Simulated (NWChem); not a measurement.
Atomisation of C5H5F

SMILES: C#CCC(=C)F
```xyz
11

C      2.4363     0.0079     1.0161
C      1.4858    -0.3468     0.3355
C      0.3465    -0.7741    -0.4790
C     -0.9027     0.0463    -0.2633
C     -2.1028    -0.3972     0.1367
F     -0.7102     1.3521    -0.5404
H      3.2755     0.3247     1.6191
H      0.6269    -0.7071    -1.5559
H      0.1120    -1.8408    -0.2817
H     -2.9488     0.2972     0.2368
H     -2.2520    -1.4595     0.3691
```
Charge 0, spin multiplicity 1.

Program: NWChem. All single points use one geometry, from PBE/def2-SVP, a minimum by its harmonic frequencies. It is one conformer; others weren't searched.

Basis set: def2-SVP. The atomisation energy is electronic alone: no zero-point, thermal, spin-orbit or counterpoise terms. No value is extrapolated to the basis-set limit. Free atoms are single determinants with multiplicities C 3, F 2, H 2. Correlated methods freeze the same cores in atoms and molecule, 6 orbitals in all.

B3LYP has NWChem's definition, with VWN1-RPA local correlation. The structure started from a generated list of species. The stability of the SCF solutions was not checked. Open-shell Hartree-Fock references start from PBE0 orbitals.

### Question
For the atomisation energy, HF gives 854.4 kcal/mol and LDA (SVWN5) gives 1356.7 kcal/mol. What do MP2, B3LYP, PBE0 give?

### Answer
MP2: 1134.9 kcal/mol; B3LYP: 1159.9 kcal/mol; PBE0: 1177.6 kcal/mol.
